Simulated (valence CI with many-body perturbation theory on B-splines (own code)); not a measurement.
## E1 transitions of Lu I

Level of theory: valence CI with perturbative core correlation (CI+MBPT): three valence electrons over a frozen Dirac-Fock core [Xe] 4f14, radial functions for each j: 9 s, 9 p, 10 d, 8 f, 5 g, 3 h, 1 i, with the one-electron correlation potential Σ1, the two-electron term Σ2, the three-electron term Σ3, Breit, model QED; selected CI, second order for the rest (own B-spline code, finite nucleus).

Set against measurement, 45 paired levels are off by 494 cm⁻¹ on average, the worst by 1085. These come from a selection out of the NIST Handbook of Basic Atomic Spectroscopic Data. Levels without a partner in it may be off by more, other configurations by 1,000 to 4,000 cm⁻¹. 1 measured level below the end of the list, from 25861 cm⁻¹ on, found no clear computed partner, and computed levels of the same name lie up to 3802 cm⁻¹ from them.

Lines 1 to 50 of 135 in falling wavelength, among levels below 4.384 eV, chosen from the strongest by gf and those to the six lowest levels. Wavelengths and rates use the calculated energies, so an error of 500 cm⁻¹ moves a line at 1985 nm by 9.9 % and its rate by three times that or more. Electric multipoles are in the length gauge, E1 and E2 with the static RPA response of the core. Weak lines are less certain than strong ones. Lines between different terms over intervals too small for the method are left out, as are lines whose strength nearly cancels and 46 of this kind that miss the measured wavelength by over 7 %. The highest levels of a list are the least certain.

Names give the largest LS component (configuration and term), which can be under half, so a name can repeat, a term be missing and a line seem to break the LS rules; names also repeat where a configuration has a term twice. Letters in brackets count levels of one name in rising energy.

| λ vac (nm) | λ from measured levels | Upper | Lower | A (s⁻¹) | S (a.u.) with core polarisation | S without |
| --- | --- | --- | --- | --- | --- | --- |
| 2476 |  | 6s6p² ⁴P_5/2 | 5d6s6p ²P°_3/2 [a] | 1.01e+04 | 4.55e-01 | 4.40e-01 |
| 2459 |  | 5d6s6p ²F°_7/2 [a] | 5d²6s ²D_5/2 | 2.55e+04 | 1.50e+00 | 1.53e+00 |
| 2323 |  | 6s²8s ²S_1/2 | 6s²7p ²P°_3/2 | 3.13e+06 | 3.87e+01 | 3.87e+01 |
| 2229 |  | 5d6s6p ²D°_3/2 [b] | 5d²6s ²D_5/2 | 2.07e+04 | 4.53e-01 | 4.78e-01 |
| 2163 |  | 6s6p² ⁴P_5/2 | 6s²7p ²P°_3/2 | 1.19e+05 | 3.58e+00 | 3.61e+00 |
| 2012 |  | 5d²6s ⁴P_5/2 | 5d6s6p ⁴F°_3/2 | 2.73e+02 | 6.59e-03 | 7.26e-03 |
| 1985 | 1885 | 6s²7p ²P°_1/2 | 6s²7s ²S_1/2 | 4.15e+06 | 3.21e+01 | 3.22e+01 |
| 1914 |  | 6s²8s ²S_1/2 | 6s²7p ²P°_1/2 | 2.00e+06 | 1.38e+01 | 1.37e+01 |
| 1824 |  | 6s²8s ²S_1/2 | 5d6s6p ²D°_3/2 [b] | 7.59e+05 | 4.55e+00 | 4.51e+00 |
| 1766 |  | 6s²7p ²P°_3/2 | 5d²6s ²D_5/2 | 4.19e+05 | 4.56e+00 | 4.71e+00 |
| 1724 |  | 6s6p² ⁴P_5/2 | 5d6s6p ²D°_3/2 [b] | 5.03e+04 | 7.64e-01 | 7.92e-01 |
| 1679 | 1572 | 6s²7p ²P°_3/2 | 6s²7s ²S_1/2 | 5.07e+06 | 4.73e+01 | 4.74e+01 |
| 1607 | 1500 | 5d²6s ²P_1/2 | 5d6s6p ²D°_3/2 [a] | 2.40e+05 | 9.82e-01 | 1.15e+00 |
| 1601 |  | 5d6s6p ²P°_3/2 [a] | 5d²6s ²D_5/2 | 3.05e+05 | 2.47e+00 | 2.68e+00 |
| 1576 | 1553 | 5d²6s ²S_1/2 | 5d6s6p ⁴P°_3/2 | 2.51e+05 | 9.73e-01 | 1.11e+00 |
| 1501 | 1410 | 5d²6s ²D_3/2 | 5d6s6p ⁴F°_3/2 | 1.95e+03 | 1.30e-02 | 1.83e-02 |
| 1444 |  | 5d6s6p ²F°_7/2 [a] | 5d²6s ⁴P_5/2 | 7.17e+04 | 8.52e-01 | 8.67e-01 |
| 1361 |  | 5d6s6p ²D°_3/2 [b] | 5d²6s ⁴P_5/2 | 2.00e+05 | 9.97e-01 | 1.03e+00 |
| 1349 | 1428 | 5d6s6p ²P°_3/2 [a] | 5d²6s ²D_3/2 | 9.67e+04 | 4.69e-01 | 4.98e-01 |
| 1277 |  | 5d²6s ²D_5/2 | 5d6s6p ⁴F°_3/2 | 2.41e+04 | 1.49e-01 | 1.72e-01 |
| 1269 | 1338 | 6s²6p ²P°_3/2 | 5d6s² ²D_3/2 | 1.35e+05 | 5.45e-01 | 6.10e-01 |
| 1258 | 1326 | 5d6s6p ²P°_1/2 [a] | 5d²6s ²D_3/2 | 1.24e+06 | 2.45e+00 | 2.66e+00 |
| 1173 |  | 6s²7p ²P°_3/2 | 5d²6s ⁴P_5/2 | 2.14e+05 | 6.84e-01 | 7.10e-01 |
| 1134 | 1073 | 5d6s6p ²P°_1/2 [b] | 6s²7s ²S_1/2 | 5.59e+06 | 8.04e+00 | 8.10e+00 |
| 1123 |  | 6s6p² ⁴P_1/2 | 5d6s6p ⁴P°_3/2 | 2.52e+06 | 3.52e+00 | 4.08e+00 |
| 1118 |  | 6s6p² ⁴P_3/2 | 5d6s6p ⁴P°_5/2 | 9.84e+05 | 2.71e+00 | 3.09e+00 |
| 1102 |  | 6s6p² ⁴P_1/2 | 5d6s6p ⁴P°_1/2 | 5.65e+05 | 7.47e-01 | 8.66e-01 |
| 1098 |  | 5d6s6p ²P°_3/2 [a] | 5d²6s ⁴P_5/2 | 2.41e+05 | 6.29e-01 | 7.04e-01 |
| 1073 |  | 5d6s6p ²F°_7/2 [b] | 5d²6s ⁴P_5/2 | 6.69e+04 | 3.26e-01 | 3.92e-01 |
| 1054 |  | 5d6s6p ²P°_3/2 [b] | 5d²6s ²D_5/2 | 4.44e+05 | 1.02e+00 | 1.01e+00 |
| 1054 | 1047 | 5d²6s ²S_1/2 | 5d6s6p ⁴D°_3/2 | 9.46e+05 | 1.09e+00 | 1.25e+00 |
| 1041 | 1091 | 5d6s6p ²F°_5/2 [a] | 5d²6s ⁴F_3/2 | 5.12e+04 | 1.71e-01 | 1.91e-01 |
| 1026 |  | 6s6p² ⁴P_3/2 | 5d6s6p ⁴P°_3/2 | 1.60e+06 | 3.42e+00 | 3.99e+00 |
| 1022 | 969.9 | 5d6s6p ²P°_3/2 [b] | 6s²7s ²S_1/2 | 4.09e+06 | 8.63e+00 | 8.68e+00 |
| 1009 | 1002 | 5d²6s ²S_1/2 | 5d6s6p ⁴D°_1/2 | 6.77e+05 | 6.86e-01 | 7.92e-01 |
| 1009 |  | 6s6p² ⁴P_3/2 | 5d6s6p ⁴P°_1/2 | 3.33e+06 | 6.74e+00 | 7.85e+00 |
| 957.5 |  | 6s6p² ⁴P_5/2 | 5d6s6p ⁴P°_5/2 | 5.71e+06 | 1.49e+01 | 1.71e+01 |
| 934.4 | 874.6 | 5d²6s ²P_3/2 | 5d6s6p ⁴F°_5/2 | 1.31e+05 | 2.11e-01 | 2.43e-01 |
| 925.0 | 879.8 | 5d²6s ²P_1/2 | 5d6s6p ⁴F°_3/2 | 1.26e+05 | 9.82e-02 | 1.12e-01 |
| 893.4 |  | 6s6p² ⁴P_1/2 | 5d6s6p ²D°_3/2 [a] | 1.90e+06 | 1.34e+00 | 1.54e+00 |
| 889.8 |  | 6s6p² ⁴P_5/2 | 5d6s6p ⁴P°_3/2 | 3.34e+06 | 6.97e+00 | 8.05e+00 |
| 871.4 | 929.7 | 5d6s6p ²D°_3/2 [b] | 5d²6s ⁴F_3/2 | 1.90e+04 | 2.49e-02 | 2.84e-02 |
| 850.1 | 799.3 | 5d²6s ²P_3/2 | 5d6s6p ⁴F°_3/2 | 1.27e+04 | 1.54e-02 | 1.75e-02 |
| 838.4 |  | 6s6p² ⁴P_3/2 | 5d6s6p ⁴D°_5/2 | 1.32e+07 | 1.54e+01 | 1.77e+01 |
| 836.6 | 882.4 | 5d6s6p ²F°_5/2 [b] | 5d²6s ⁴F_3/2 | 9.96e+02 | 1.73e-03 | 6.56e-04 |
| 829.8 |  | 6s6p² ⁴P_1/2 | 5d6s6p ⁴D°_3/2 | 8.57e+06 | 4.83e+00 | 5.62e+00 |
| 823.8 |  | 6s6p² ⁴P_5/2 | 5d6s6p ⁴D°_7/2 | 1.16e+07 | 1.93e+01 | 2.21e+01 |
| 823.3 | 869.3 | 5d6s6p ²F°_7/2 [b] | 5d²6s ⁴F_7/2 | 9.72e+04 | 2.14e-01 | 2.31e-01 |
| 809.8 |  | 5d6s6p ²P°_3/2 [b] | 5d²6s ⁴P_5/2 | 2.39e+05 | 2.50e-01 | 2.35e-01 |
| 801.7 |  | 6s6p² ⁴P_1/2 | 5d6s6p ⁴D°_1/2 | 8.72e+06 | 4.43e+00 | 5.15e+00 |
